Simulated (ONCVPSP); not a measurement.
**Varying the ONCV potential for silicon (Si)**

Base potential:

ONCVPSP 4.0.1 input, shortened (lines: element, Z, core and valence counts, functional; n l f; lmax; l rc ep ncon nbas qcut; lloc lpopt rc5 dvloc0; l nproj debl; icmod fcfact rcfact), PBE, non-relativistic:

```
  Si 14.00    3    2        4      upf
    1    0    2.00
    2    0    2.00
    2    1    6.00
    3    0    2.00
    3    1    1.00
    1
    0    1.90    0.00    4    8    3.40
    1    2.10    0.00    4    7    3.30
    0    5    1.90    0.00
    0    0    2.70
    1    1    1.20
    3    2.75    1.30
```

Cutoffs, loose and tight: the cutoffs (Ha) at which the residual kinetic energy of the hardest occupied pseudo-wave falls to 1 and 0.1 mHa per electron. They do not see the model core or the augmentation charge, which bear on the density cutoff. Test errors are all-electron minus pseudo excitation energies from the reference, over the configurations 3s2 3p2; 3s2 3p0; 3s1 3p0; 3s0 3p4. A dash means not determined; rows that change the core or the reference have their own tests.

| change | outcome | cutoff, loose | cutoff, tight | bound ghosts | GHOST(+) flags above zero | largest test error (meV) |
| --- | --- | --- | --- | --- | --- | --- |
| base | generated | 11 Ha | 42 Ha | none | none | +47 |
| p: rc 1.52 | failed: test_data: rc < rc(lloc) for l = 1. Not allowed. | – | – | – | – | – |
| core [He], valence charge 12; reference 2s2 2p6 3s2 3p2; waves now 2s+3s: rc 0.95 bohr, ncon 4, nbas 7, qcut 9.9 1/bohr, 2 projectors; 2p+3p: rc 1.00 bohr, ncon 3, nbas 7, qcut 10.9 1/bohr, 2 projectors; local potential polynomial inside 0.65 bohr (lpopt 5, dvloc0 4 Ha) | generated | 59 Ha | 177 Ha | none | none | +3.2 |
| scalar-relativistic | generated | 11 Ha | 42 Ha | none | none | +44 |

Q: What comes out with this change to the base: core correction polynomial model core, fcfact 0.2?

A: outcome: generated; cutoff, loose: 11 Ha; cutoff, tight: 42 Ha; bound ghosts: none; GHOST(+) flags above zero: none; largest test error (meV): +60.
